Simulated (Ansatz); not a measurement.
TiH2Cl2, relaxed as a singlet with RKS r2SCAN-D4/def2-TZVP in Ansatz, starting from the GFN2-xTB geometry. Force threshold 0.02 eV/Å.

The relaxation made no stability test and no search for a lower SCF solution.

Start:

```
atom   x (Å)   y (Å)   z (Å)
 Ti1  -0.169   0.050   0.015
  H2  -1.316  -0.366  -1.068
  H3  -0.711   0.962   1.256
 Cl4   1.429   1.078  -0.988
 Cl5   0.767  -1.724   0.785
```

```json
{"step": "1", "energy (eV)": "-48193.9144", "largest force component (eV/Å)": "0.785", "SCF passes": "16"}
{"step": "2", "energy (eV)": "-48194.0353", "largest force component (eV/Å)": "0.250", "SCF passes": "28"}
{"step": "3", "energy (eV)": "-48194.0426", "largest force component (eV/Å)": "0.023", "SCF passes": "21"}
{"step": "4", "energy (eV)": "-48194.0430", "largest force component (eV/Å)": "0.007", "SCF passes": "22"}
```

Force components are those of the run's own axes.

End:

Cartesian coordinates in Å:
```
Ti -0.0591 0.0174 0.0054
H -1.2842 -0.3826 -1.0835
H -0.6730 0.9585 1.2641
Cl 1.3714 1.2434 -1.0674
Cl 0.6449 -1.8366 0.8814
```

By distances, no bond broke or formed. The bond that changes most is Ti1–H2, from 1.63 to 1.69 Å (atoms count from 1).

No frequencies were taken in this run, so the end may be a saddle point.

Hardware: 4 threads of Arm Neoverse V2 on a shared host. Wall time 5.5 s.
